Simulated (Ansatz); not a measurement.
Cost and result for the atomization energy of `OBC#CO` (8 atoms, 7 bonds).

The species carries charge 0 and has multiplicity 1. All single points use the PBE0-D4/def2-TZVP geometry. It is one conformer, not always the lowest. Program: Ansatz. All runs use 2 threads of an Arm Neoverse V1 on a shared host. Times are those of one run each, without the atoms' runs, and a repeat can differ threefold. Electronic energies, without spin–orbit coupling; frozen cores. CCSD(T)/CBS adds CCSD(T) − MP2 in def2-TZVPP to the MP2 limit, and its time is that of the two runs behind it. T1 = 0.015. B3LYP takes the VWN-RPA correlation (the form of Gaussian; ORCA's B3LYP/G). HSE06 is the plane-wave form, built on full-range PBE exchange.

CCSD(T)/CBS is a level of theory with its own doubt, some kJ/mol a heavy atom from the limit and from the frozen cores, so smaller differences don't rank the functionals.

| level | functions | wall time |
| --- | --- | --- |
| PBE-D4/def2-TZVPP (with forces) | 197 | 2.5 s |
| PBE0-D4/def2-TZVPP | 197 | 2.8 s |
| HSE06-D4/def2-TZVPP | 197 | 3 s |
| CAM-B3LYP-D4/def2-TZVPP | 197 | 3.1 s |
| B3LYP-D4/def2-TZVPP (with forces) | 197 | 3.7 s |
| CCSD(T)/def2-SVP | 85 | 3.9 s |
| r2SCANh-D4/def2-TZVPP | 197 | 4.8 s |
| B2PLYP/def2-TZVPP | 197 | 5 s |
| PBE-QIDH/def2-TZVPP | 197 | 5.5 s |
| ωB97M-V/def2-TZVPP (with forces) | 197 | 10 s |
| MP2/def2-QZVPP | 375 | 17 s |
| CCSD(T)/def2-TZVPP | 197 | 82 s |
| CCSD(T)/CBS(def2) | – | 99 s |

What atomization energy does each give, and how far from CCSD(T)/CBS? (Estimate.)

Ansatz gave: 
| level | atomization (kJ/mol) | difference from CCSD(T)/CBS | per bond |
| --- | --- | --- | --- |
| PBE-D4/def2-TZVPP (with forces) | 3640.7 | 153.7 | 22.0 |
| PBE0-D4/def2-TZVPP | 3522.6 | 35.6 | 5.1 |
| HSE06-D4/def2-TZVPP | 3527.1 | 40.1 | 5.7 |
| CAM-B3LYP-D4/def2-TZVPP | 3516.7 | 29.7 | 4.2 |
| B3LYP-D4/def2-TZVPP (with forces) | 3501.6 | 14.6 | 2.1 |
| CCSD(T)/def2-SVP | 3320.0 | -167.0 | -23.9 |
| r2SCANh-D4/def2-TZVPP | 3487.2 | 0.2 | 0.0 |
| B2PLYP/def2-TZVPP | 3479.6 | -7.4 | -1.0 |
| PBE-QIDH/def2-TZVPP | 3482.0 | -5.0 | -0.7 |
| ωB97M-V/def2-TZVPP (with forces) | 3512.8 | 25.8 | 3.7 |
| MP2/def2-QZVPP | 3584.3 | 97.3 | 13.9 |
| CCSD(T)/def2-TZVPP | 3388.9 | -98.1 | -14.0 |
| CCSD(T)/CBS(def2) | 3487.0 | 0.0 | 0.0 |

From BLYP to BHLYP (50 % exact exchange), in def2-TZVPP and without D4, the atomization energy moves by −182.7 kJ/mol: exact exchange takes away binding that semilocal exchange gives to molecules. The D4 term adds +17.9 kJ/mol with B3LYP and +9.4 kJ/mol with PBE0; it sums over pairs of atoms, weighted by their polarisabilities, and B3LYP, whose exchange is more repulsive, gets the larger term. At CCSD(T), def2-SVP lies −167.0 kJ/mol from the extrapolated value and def2-TZVPP −98.0 kJ/mol: correlation converges slowly with the basis, and small sets miss more of it in the bonded molecule than in its fragments.
